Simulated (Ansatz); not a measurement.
`ClC1(Br)CC1` from Hartree–Fock to CCSD(T)

```xyz
9

Cl   -0.5019   -0.8268    2.0404
C     0.1610   -0.5813    0.4435
Br    1.3699   -1.9671   -0.0902
C    -0.7049    0.0340   -0.5944
C     0.4456    0.8079    0.0022
H    -0.6044   -0.3316   -1.6078
H    -1.7100    0.3005   -0.2935
H     1.3257    0.9666   -0.6070
H     0.2189    1.5979    0.7067
```

The species carries charge 0 and has multiplicity 1. Correlated methods include outer-core shells of Br, which these sets cover unevenly. Scalar relativity is left out up to krypton. Geometry: relaxed with PBE0-D4/def2-TZVP. Frozen core, restricted reference, Ansatz 0.2.0.

| basis | HF (Eh) | MP2 corr. |
| --- | --- | --- |
| def2-SVP | -3147.25312 | -0.78026 |
| def2-TZVPP | -3147.85671 | -0.96791 |
| def2-QZVPP | -3147.92393 | -1.33637 |

(1) Estimate the CCSD correlation energy and the (T) correction in each basis where they were run (hartree).

Results:

(1) 
| basis | CCSD corr. | (T) |
| --- | --- | --- |
| def2-SVP | -0.81654 | -0.02471 |
| def2-TZVPP | -1.00303 | -0.04353 |
